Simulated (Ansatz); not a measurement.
Reactions of `N=C(Cl)CO`.

Computed with Ansatz on PBE0-D4/def2-TZVP structures; ΔE is electronic, products minus reactants. CBS: MP2 limit from def2 TZ/QZ plus the TZ coupled-cluster correction, frozen cores. This one scheme is used for every species. One conformer a species, not always the lowest.

```csv
reaction,HF/CBS(def2) (kcal/mol)
`N=C(Cl)CO` + `N[SiH2]S` → `OCN[SiH2]S` + `N=CCl`,10.0
`N=C(Cl)CO` + H₂ → `N=CCl` + CH₃OH,-9.0
`N=C(Cl)CO` + H₂ → `N=CCO` + HCl,-18.7
`N=C(Cl)CO` + H₂S → `OCS` + `N=CCl`,12.2
```

Question: Give the CCSD(T)/CBS values in the same order. (Best estimate.)

Answer: Ansatz gave: 10.3, -2.2, -12.7, 13.7 kcal/mol.

Largest T1 diagnostic: 0.012, for `N=CCl`.
